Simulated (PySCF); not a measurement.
FGeH3O2, SMILES [F][GeH]([OH])[OH]. The structure is a stationary point at PBE-D3(BJ)/def2-SVP. The values are those of a single conformer.

### Question
Give the equilibrium geometry at PBE-D3(BJ)/def2-SVP (PySCF confirms it by a frequency run) as bond lengths and angles. (Estimate from the structure and the level; the computed values follow.)

### Answer
This is not unique; one that fits is 
Atoms: Ge1 O2 O3 F4 H5 H6 H7. Bond lengths (Å): Ge1–O2 1.772, Ge1–O3 1.784, Ge1–F4 1.760, Ge1–H5 1.536, O2–H6 0.976, O3–H7 0.977. Bond angles (°): O2–Ge1–O3 108.8, O2–Ge1–F4 110.6, O2–Ge1–H5 107.8, O3–Ge1–F4 104.2, O3–Ge1–H5 116.3, F4–Ge1–H5 109.1, Ge1–O2–H6 110.4, Ge1–O3–H7 109.5.
Charge 0, spin multiplicity 1.
